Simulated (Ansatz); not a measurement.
Basis-set extrapolation for B2H5NO (`BB(N)O`) (PBE0-D4/def2-TZVP geometry, frozen core, Ansatz 0.2.0). Multiplicity 1, RHF reference.

```json
{"": "HF", "def2-TZVPP": "-181.731546", "def2-QZVPP": "-181.740538"}
{"": "MP2 correlation", "def2-TZVPP": "-0.650244", "def2-QZVPP": "-0.698131"}
{"": "CCSD(T) correlation", "def2-TZVPP": "-0.706898", "def2-QZVPP": "not run"}
```

Energies in hartree. Use E(X) = E(∞) + A·exp(−7.88·√X) for Hartree–Fock and E(X) = E(∞) + B·X^(−2.97) for correlation, with X = 3 and 4, and add CCSD(T) minus MP2 of the smaller set to the MP2 limit.

Problem. What is the CCSD(T) energy at the basis-set limit?

Solution. HF limit: -181.740538 + (-0.008992) × 0.13774 = -181.74178. MP2 limit: -0.698131 + (-0.047887) × 0.74074 = -0.73360. Higher-order term: -0.706898 − (-0.650244) = -0.05665. Total: -182.53203 hartree, 2.55 eV below CCSD(T)/def2-TZVPP.
